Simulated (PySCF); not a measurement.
C2H5ClGeO.

```xyz
10

Cl    -2.0632    -0.4762     0.0000
Ge    -0.1025     0.4866     0.0000
C      1.3144    -0.3265     1.1470
O      2.1644    -0.4358     0.0000
C      1.3144    -0.3265    -1.1470
H     -0.3573     2.0092     0.0000
H      1.7945     0.2698     1.9385
H      1.0172    -1.3099     1.5560
H      1.0172    -1.3099    -1.5560
H      1.7945     0.2698    -1.9385
```
Charge 0, spin multiplicity 1.

The structure is a stationary point at B3LYP-D3(BJ)/def2-SVP. The structure was generated by enumeration, and PubChem lists no compound with its InChIKey, so it may never have been made.

The numbers are results of HF/pcSseg-1 in PySCF, not measurements. Non-relativistic, no solvent.

Computed absolute GIAO shielding of each atom: isotropic value and principal components (ppm):
```tsv
atom	σ(iso)	σ11	σ22	σ33	span
Cl1	1010.6	938.6	1042.0	1051.1	112.5
Ge2	1443.9	1425.7	1441.9	1464.1	38.4
C3	116.2	55.7	113.5	179.4	123.7
O4	322.3	234.3	339.7	392.8	158.5
C5	116.2	55.7	113.5	179.4	123.7
H6	25.8	18.8	21.8	36.7	17.9
H7	27.2	22.8	25.7	33.2	10.4
H8	27.1	22.7	26.6	31.9	9.2
H9	27.1	22.7	26.6	31.9	9.2
H10	27.2	22.8	25.7	33.2	10.4
```
